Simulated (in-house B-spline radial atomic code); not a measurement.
Configurations of V⁴⁺, with energies counted from [Ar] 3d1. Level of theory: Dirac-Hartree-Fock, average of configuration, Fermi nucleus of rms radius 3.6002 fm; calculated with a radial B-spline atomic code at the basis-set limit. Energies include first-order Breit, QED and recoil terms.

Occupations are held fixed; configurations that lie above the ionisation limit could autoionise.

| configuration | E - E(ref) (eV) | highest orbital | its <r> (bohr) |
| --- | --- | --- | --- |
| [Ar] 4p1 | 25.391 | 4p3/2 | 2.527 |
| [Ar] 5s1 | 39.941 | 5s1/2 | 4.255 |
| [Ar] 6s1 | 49.149 | 6s1/2 | 6.818 |
| [Ar] 5f1 | 50.348 | 5f5/2 | 6.12 |
| [Ar] 6d1 | 52.95 | 6d5/2 | 8.505 |
| [Ar] 7p1 | 54.778 | 7p3/2 | 10.68 |
| [Ar] 7f1 | 57.145 | 7f5/2 | 13.23 |
| [Ne] 3s2 3p5 3d1 5s1 | 81.82 | 5s1/2 | 4.252 |
| [Ne] 3s2 3p5 3d1 6s1 | 91.035 | 6s1/2 | 6.815 |
| [Ne] 3s2 3p5 3d1 6f1 | 96.464 | 6f5/2 | 9.354 |
| [Ne] 3s2 3p5 3d1 6g1 | 96.635 | 6g9/2 | 8.788 |

(1) Order these further configurations by energy, lowest first.
A. [Ar] 4f1
B. [Ar] 7d1
C. [Ne] 3s2 3p5 3d1 4f1
D. [Ne] 3s2 3p5 3d2
E. [Ar] 6f1

(2) How far above the reference does [Ar] 5d1 lie?

(3) How far above the reference does [Ne] 3s2 3p5 3d1 7f1 lie?

(4) How far above the reference does [Ar] 6p1 lie?

(5) One of these lies 99.14 eV from the reference. Which?
A. [Ne] 3s2 3p5 3d1 7g1
B. [Ne] 3s2 3p5 3d1 5f1
C. [Ne] 3s2 3p5 3d1 7s1
D. [Ar] 7g1

Answers

(1) D (42.098 eV), A (42.61 eV), E (54.586 eV), B (56.153 eV), C (84.463 eV).

(2) 47.345 eV; its least bound orbital is 5d5/2 with <r> = 5.495 bohr.

(3) 99.028 eV; its least bound orbital is 7f5/2 with <r> = 13.21 bohr.

(4) 50.61 eV; its least bound orbital is 6p3/2 with <r> = 7.369 bohr.

(5) A.
